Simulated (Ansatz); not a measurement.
`C[CH2][Ge][NH2]` + H–F → `[NH2][Ge][F]` + ethane at 700 K and 1 bar (ligand exchange at a Ge–C bond).

Calculated with Ansatz (gas phase, PBE0-D4/def2-TZVP geometries, no zero-point term in ΔE). CCSD(T)/CBS adds triple-zeta CCSD(T) − MP2 to the extrapolated MP2 energy (def2 sets, frozen cores). This one scheme is used for every species. For Ge outer-core shells are correlated without core-valence functions, which leaves a few kJ/mol of doubt a bond. Scalar relativity is left out up to krypton. Each species was taken in one conformer, which may not be the lowest.

```tsv
species	CCSD(T)/CBS energy (Eh)	H − E (kJ/mol)	S (J/(mol·K))
`C[CH2][Ge][NH2]`	-2211.13801	311.0	450.5
H–F	-100.39570	45.2	198.5
`[NH2][Ge][F]`	-2231.86581	115.6	347.6
`CC`	-79.71954	238.1	289.3
```

H − E and S are ideal-gas, rigid-rotor, harmonic terms from PBE0-D4/def2-TZVP, for one conformer and one mirror image of each species. 1 Eh = 2625.50 kJ/mol, R = 8.31446 J/(mol·K).

Problem. By hand: ΔE, ΔH, ΔS and ΔG.

Solution. ΔE = (-2231.86581) + (-79.71954) − (-2211.13801) − (-100.39570) = -0.05164 Eh = -135.6 kJ/mol. Δ(H − E) = 115.6 + 238.1 − 311.0 − 45.2 = -2.5, so ΔH = -138.1 kJ/mol. ΔS = 347.6 + 289.3 − 450.5 − 198.5 = -12.1 J/(mol·K). ΔG = -138.1 − 700 × (-12.1)/1000 = -129.6 kJ/mol.

Problem. By hand: the equilibrium constant, and the temperature at which ΔG would vanish if ΔH and ΔS stayed fixed.

Solution. log₁₀ K = −ΔG/(RT ln 10) = 9.7. ΔG = 0 at ΔH/ΔS = 11413 K, far beyond where these terms or the molecules hold.

The number of gas molecules stays the same, so ΔS is small and ΔH decides. A doubt of 5 kJ/mol in ΔE shifts log₁₀ K by 0.4 here. Other conformers and mirror images would add mixing entropy, several J/(mol·K) or more a flexible species. Modes under 60 cm⁻¹, often nearly free rotors, make the harmonic entropy too high. These are equilibria of isolated gas molecules and say nothing of rates. Largest T1 diagnostic: 0.014 (customary marks: 0.02 for closed shells, 0.045 for open ones).
